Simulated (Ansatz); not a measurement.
CH6GeS (`S[CH2][GeH3]`). Charge 0, multiplicity 1.

```xyz
9

S     1.774   -1.091    0.091
C     0.798    0.422    0.262
Ge   -1.044    0.210   -0.381
H     0.924   -1.917    0.723
H     1.303    1.165   -0.359
H     0.818    0.785    1.290
H    -1.855    1.496   -0.134
H    -1.693   -0.953    0.390
H    -1.026   -0.116   -1.881
```

List the harmonic frequencies (cm⁻¹, unscaled) at PBE0-D4/def2-TZVP in Ansatz. (Best estimate.)

Computed: 137, 165, 201, 482, 497, 636, 730, 777, 832, 876, 883, 934, 1140, 1176, 1429, 2138, 2149, 2171, 2701, 3081, 3140.

Is this a minimum?

Yes, all 21 modes are real.

Give the ideal-gas thermochemistry at 298.15 K and 1 bar (rigid rotor, harmonic oscillator; point group C1, symmetry number 1).

Zero-point energy 157.2 kJ/mol; H(298) − E = 174.7 kJ/mol; entropy 320.5 J/(mol·K), of which translation 168.8, rotation 107.9, vibration 43.7; G(298) − E = 79.2 kJ/mol.
